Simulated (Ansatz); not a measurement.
# A barrier at the coupled-cluster level

Start structure (BNH4Cl2O, closed shell), relaxed at PBE0-D4/def2-TZVP:

| atom | x (Å) | y (Å) | z (Å) |
| --- | --- | --- | --- |
| B1 | -0.5106 | -0.1634 | 0.1577 |
| O2 | -1.1239 | 0.7915 | -0.6576 |
| Cl3 | -0.8016 | -1.9388 | -0.3164 |
| Cl4 | -0.7339 | 0.0734 | 1.9895 |
| H5 | 1.3043 | 1.0302 | 0.1650 |
| N6 | 1.0637 | 0.0778 | -0.0990 |
| H7 | -2.0801 | 0.7632 | -0.6054 |
| H8 | 1.6147 | -0.5728 | 0.4523 |
| H9 | 1.2675 | -0.0609 | -1.0859 |

The step: BHCl₂O ([OH][B]([Cl])[Cl]) + NH₃ → BNH₂Cl₂ ([NH2][B]([Cl])[Cl]) + H₂O; bonds formed: O2–H5; dative contacts that become bonds: B1–N6; bonds broken: B1–O2, H5–N6. Ansatz 0.2.0; basis: def2-TZVPP and def2-QZVPP; cores frozen in the correlated methods. Extrapolation: Hartree–Fock as exp(−7.88 √X), correlation as X^−2.97. Energies below are by CCSD(T) at an estimated basis limit (MP2 extrapolated from triple and quadruple zeta, plus CCSD(T) − MP2 in triple zeta).

Problem. What are the electronic barrier and the energy of the step, from the start structure to the end structure? (An estimate is asked for; the value comes from the calculation.)

Solution. By the calculation: Barrier 33.52 kcal/mol; step energy 17.15 kcal/mol (uphill); reverse barrier, their difference, 16.37 kcal/mol. Barrier and step energy count from the start structure, the reverse barrier from the end structure.

The saddle point: One imaginary mode of 1220i cm⁻¹.
```csv
pair,start (Å),saddle (Å),end (Å)
B1–N6,1.61,1.54,1.38
O2–H5,2.57,1.15,0.96
B1–O2,1.40,1.58,3.22
H5–N6,1.02,1.39,3.77
```

Zero-point energy (harmonic, PBE0-D4): ZPE is 38.77 kcal/mol at the start and 35.47 kcal/mol at the saddle, so the barrier goes from 33.52 to 30.22 kcal/mol.

First-order rate constant out of the start structure at 898 K by transition-state theory, with harmonic vibrational free energies alone and no tunnelling: ΔA‡ = 33.23 kcal/mol, so k = (kB T/h) exp(−ΔA‡/kB T) ≈ 10^5 s⁻¹ (an order of magnitude at best: rotation, the number of equivalent paths and anharmonicity are left out).

T1 diagnostic: at most 0.011.

Labels in which every atom is bracketed show which atoms are joined, not bond orders.

For scale, one of the runs: CCSD(T)/def2-TZVPP, 233 basis functions, launched by `ansatz run in.yaml --threads 4 --pin off --events-out ev --progress --plain --max-ram 9574MiB`. The run took 2.2 min on 4 CPU threads of an Arm Neoverse V1 (shared host), with 4.1 GiB of host memory at its peak.
